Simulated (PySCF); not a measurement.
C7H14GeO.
Cartesian coordinates in Å at the PBE0-D3(BJ)/def2-SVP level; atoms count from 1:
```
atom  x, y, z in Å
C1     1.5607    2.1087   -0.8876
C2     1.2262    1.2661   -0.0830
C3     0.8018    0.2443    0.8635
C4     0.5957   -1.1564    0.2435
C5     1.9165   -1.6959   -0.2979
C6     0.0409   -2.0784    1.3266
C7    -0.4056   -1.0659   -0.9148
O8    -1.6395   -0.5375   -0.5109
Ge9   -2.2467    1.0487   -1.0655
H10    1.8670    2.8573   -1.5943
H11   -0.1429    0.5659    1.3333
H12    1.5450    0.1721    1.6762
H13    2.3565   -1.0088   -1.0373
H14    2.6471   -1.8313    0.5149
H15    1.7712   -2.6745   -0.7825
H16   -0.0567   -3.1077    0.9476
H17   -0.9552   -1.7394    1.6467
H18    0.7035   -2.1039    2.2062
H19    0.0489   -0.4741   -1.7332
H20   -0.5719   -2.0859   -1.3096
H21   -1.6492    1.3374   -2.4562
H22   -3.7744    0.8882   -1.1179
H23   -1.8519    2.1408   -0.0532
```

Theory: TDDFT B3LYP/def2-SVPD, vertical, gas phase, core orbitals frozen in the response (PySCF 2.14.0, density-fitted response routines). Relativistic effects, spin–orbit coupling among them, are left out although an element past zinc is present.

Frontier orbitals with the atoms that hold most of them (Löwdin shares over 4%, at most four atoms; ? is withheld):

```json
{"orbital": "LUMO+2", "ε (eV)": "0.49", "atoms": "C1 14%, C2 13%, H12 10%, Ge9 8%"}
{"orbital": "LUMO+1", "ε (eV)": "0.07", "atoms": "Ge9 36%, H23 10%, H21 10%, H22 9%"}
{"orbital": "LUMO", "ε (eV)": "?", "atoms": "?"}
{"orbital": "HOMO", "ε (eV)": "-7.29", "atoms": "O8 38%, C1 10%, C7 9%, C4 9%"}
{"orbital": "HOMO-1", "ε (eV)": "-7.54", "atoms": "?"}
{"orbital": "HOMO-2", "ε (eV)": "-7.63", "atoms": "C1 29%, C2 27%, O8 16%, C4 5%"}
{"orbital": "HOMO-3", "ε (eV)": "-8.21", "atoms": "O8 45%, C7 14%, H19 10%, Ge9 6%"}
```

**Question.** Give the leading atoms of the LUMO.

**Answer.** Ge9 (bonded to O and 3 H) 38%; O8 (bonded to C and Ge) 13%; H23 (bonded to Ge) 12%; H21 (bonded to Ge) 11%. By element: germanium 38%, hydrogen 23% or more, oxygen 13%.

**Question.** Which atoms hold the HOMO-1, and with what shares?

**Answer.** C1 (bonded to C and H) 39%; C2 (bonded to 2 C) 36%; C3 (bonded to 2 C and 2 H) 7%.

**Question.** What is the LUMO energy, and the HOMO–LUMO gap?

**Answer.** ε(LUMO) = -0.11 eV; the gap is 7.18 eV (0.2637 hartree).

**Question.** How does S1 compare with the orbital gap of 7.18 eV?

**Answer.** S1 is at 6.15 eV (f = 0.0027), 1.03 eV below the gap, made of HOMO→LUMO (90%). 

Next come S2 at 6.42 eV (f 0.0009), HOMO→LUMO+1 (18%), HOMO-2→LUMO (16%), HOMO→LUMO+2 (12%); S3 at 6.54 eV (f 0.0073), HOMO→LUMO+1 (44%), HOMO-1→LUMO (16%), HOMO-1→LUMO+2 (14%); S4 at 6.60 eV (f 0.0087), HOMO-1→LUMO (26%), HOMO→LUMO+1 (22%), HOMO-1→LUMO+3 (14%); S5 at 6.63 eV (f 0.0037), HOMO-1→LUMO+3 (38%), HOMO-2→LUMO (20%), HOMO→LUMO+1 (11%).

One conformer stands for the species.
